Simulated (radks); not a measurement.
Question: N I, configuration [He] 2s2 2p3. Calculated with a radial shooting solver on a logarithmic mesh with Libxc functionals: non-relativistic Kohn-Sham, exchange-only PBE, spin-polarised, spherical densities, point nucleus; open shells are filled with parallel spins first. Some entries of the table are withheld. Estimate them.

| orbital | occ. | eigenvalue (eV) | <1/r> (bohr^-1) | <r^2> (bohr^2) |
|---|---|---|---|---|
| 1s up | 1 | -383.4069 | (1) | (2) |
| 1s down | 1 | -381.7431 | (3) | (4) |
| 2s up | 1 | -19.2015 | 1.116 | (5) |
| 2s down | 1 | -13.7647 | 1.057 | (6) |
| 2p up | 3 | -7.7450 | 0.9583 | 2.756 |
| 2p down | 0 | -2.9021 | 0.8309 | 4.537 |

Answer: 
(1) 1s up <1/r> (bohr^-1): 6.624
(2) 1s up <r^2> (bohr^2): 0.07187
(3) 1s down <1/r> (bohr^-1): 6.642
(4) 1s down <r^2> (bohr^2): 0.07123
(5) 2s up <r^2> (bohr^2): 2.071
(6) 2s down <r^2> (bohr^2): 2.376
